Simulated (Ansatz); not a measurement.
trans-MnF2(NH3)4 (MnN4F2H12). Total charge 0; quartet. Geometry PBE-D4/def2-SVP; atoms count from 1.

```
atom    x (Å)    y (Å)    z (Å)
 Mn1   0.0014  -0.0001   0.0024
  F2   1.2277  -1.2829   1.3626
  F3  -1.2323   1.2787  -1.3639
  N4  -1.9988  -0.3082   0.4509
  H5  -2.4749  -1.2033   0.2701
  H6  -2.1384   0.3590  -0.3727
  H7  -2.4328   0.0883   1.2962
  N8   2.0018   0.3075  -0.4447
  H9   2.4808   1.2003  -0.2598
 H10   2.4343  -0.0863  -1.2921
 H11   2.1405  -0.3643   0.3749
 N12   0.1480  -1.8873  -0.8431
 H13  -0.6612  -2.5178  -0.9345
 H14   0.6793  -2.0945   0.0606
 H15   0.7560  -2.0726  -1.6531
 N16  -0.1497   1.8901   0.8388
 H17   0.6579   2.5230   0.9278
 H18  -0.7593   2.0787   1.6468
 H19  -0.6806   2.0916  -0.0672
```

The name describes the doublet; other states may take another shape. At PBE0-D4/def2-TZVP a sextet of charge 0 lies 1.80 eV below the quartet, each at its own geometry.

Question: Estimate the Mulliken populations from the PBE0/def2-TZVP orbitals of Ansatz.

Answer: 
```tsv
atom	charge (e)	spin (α − β)	d electrons
Mn1	0.70	3.07	5.57
F2	-0.66	0.02	–
F3	-0.66	0.02	–
N4	-0.66	-0.03	–
H5	0.24	0.00	–
H6	0.32	0.01	–
H7	0.24	0.00	–
N8	-0.65	-0.03	–
H9	0.24	0.00	–
H10	0.24	0.00	–
H11	0.32	0.01	–
N12	-0.65	-0.03	–
H13	0.24	0.00	–
H14	0.32	0.01	–
H15	0.24	0.00	–
N16	-0.65	-0.03	–
H17	0.24	0.00	–
H18	0.24	0.00	–
H19	0.32	0.01	–
```
Mulliken values depend strongly on the basis.

Question: Where does the spin sit?

Answer: Summed by element: Mn 3.07, F 0.05, N -0.13, H 0.01, of 3 unpaired in all. Largest on single atoms: Mn1 3.07, N16 -0.03, N8 -0.03.

Question: And the Mayer bond orders between heavy atoms (over 0.3)?

Answer: Mn1–F2 0.32 (2.24 Å); Mn1–F3 0.32 (2.24 Å); Mn1–N4 0.40 (2.07 Å); Mn1–N8 0.40 (2.07 Å); Mn1–N12 0.40 (2.07 Å); Mn1–N16 0.40 (2.07 Å).
